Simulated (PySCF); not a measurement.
How the method changes the constants of SbH⁺

State: ²Π (doublet), unpaired electrons π ↑. Set-up: Sb cc-pVTZ-PP with ECP28, H cc-pVTZ; scalar-relativistic core potentials (PySCF 2.14). De refers to Sb⁺ + H in their high-spin ground configurations, without counterpoise correction. The functionals are run spin-unrestricted. A positive dipole points towards H; it is taken about the centre of mass and depends on that origin.

| Level | Re (Å) | ωe (cm⁻¹) | De (eV) | μ (D) |
| --- | --- | --- | --- | --- |
| UHF | 1.698 | 2113 | 1.76 | 0.48 |
| UHF-MP2 | 1.696 | 2078 | 2.55 | n/a |
| UHF-SCS-MP2 | 1.699 | 2067 | 2.65 | n/a |
| UHF-CCSD | 1.706 | 2018 | 2.72 | n/a |
| UHF-CCSD(T) | 1.708 | 2001 | 2.74 | n/a |
| LDA | 1.729 | 1917 | 3.23 | 0.46 |
| PBE | 1.734 | 1911 | 2.77 | 0.33 |
| PW91 | 1.732 | 1916 | 2.79 | 0.33 |
| r²SCAN | 1.716 | 1981 | 2.77 | 0.39 |
| PBE0 | 1.716 | 1993 | 2.70 | 0.39 |
| M06-2X | 1.711 | 2021 | 2.46 | 0.42 |

(1) Which functional lies closest to UHF-CCSD(T) in De, which farthest, and by how much do they differ from it?

(2) What does the gradient correction do here, going from LDA to PBE?

(3) What does second-order correlation do here, going from UHF to UHF-MP2?

Correlated steps freeze 4 core orbitals. Spin–orbit coupling is left out, which matters for elements this heavy, above all for dissociation energies. For an ion De counts to the pair picked by the measured ionisation energies or electron affinities, which need not be the lowest pair at this level. Counting both spins, an empty level lies below a filled one in some of these solutions, because spin and occupation are held. The state is the lowest determinant that a PBE0 search found; another state may lie lower at other levels.

The whole job (state search and all levels along the bond) took about 2.1 min on 1 thread of Arm Neoverse V2 (shared host), peak memory 0.66 GiB.

Answers

(1) Closest is PBE (+2.6 pm in Re, -4.5 % in ωe, +0.03 eV in De against UHF-CCSD(T) in the same basis), farthest LDA (+2.1 pm in Re, -4.2 % in ωe, +0.49 eV in De). CCSD(T) converges more slowly with the basis than the functionals do and binds too weakly in this one, so the order can change at the basis-set limit.

(2) PBE less LDA: +0.5 pm in Re, -0.3 % in ωe, -0.46 eV in De. The gradient correction favours the more uneven density of free atoms, so it tends to lengthen bonds and takes away much of the overbinding of LDA; so it does here.

(3) UHF-MP2 less UHF: -0.2 pm in Re, -1.7 % in ωe, +0.79 eV in De. Correlation nearly always deepens the well. The bond shortens, as in weak, metallic or heavy-atom bonds, where dispersion and the correlation of outer-core electrons pull the atoms together.
